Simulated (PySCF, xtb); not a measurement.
C3H7NSi2, SMILES C=C1N=C[SiH2][SiH2]1.

Harmonic wavenumbers (cm⁻¹) from GFN2-xTB (xtb 6.7.1) at its own minimum, in rising order: 36, 257, 297, 319, 323, 396, 441, 479, 514, 551, 575, 578, 610, 655, 677, 751, 779, 810, 836, 897, 925, 1147, 1281, 1381, 1609, 1656, 2209, 2220, 2228, 2231, 2997, 3084, 3126.

### Question
What does r2SCAN-D4/def2-SVP in PySCF 2.14.0 give at its own minimum? (An estimate is asked for; the answer gives what the named calculation found.)

### Answer
36, 263, 310, 330, 343, 418, 451, 540, 550, 612, 634, 641, 684, 685, 765, 809, 882, 914, 917, 932, 936, 1165, 1322, 1382, 1603, 1655, 2210, 2215, 2219, 2226, 3078, 3134, 3249. Paired by order, the mean absolute difference is 39 cm⁻¹ and the zero-point energies are 52.7 and 54.5 kcal/mol.
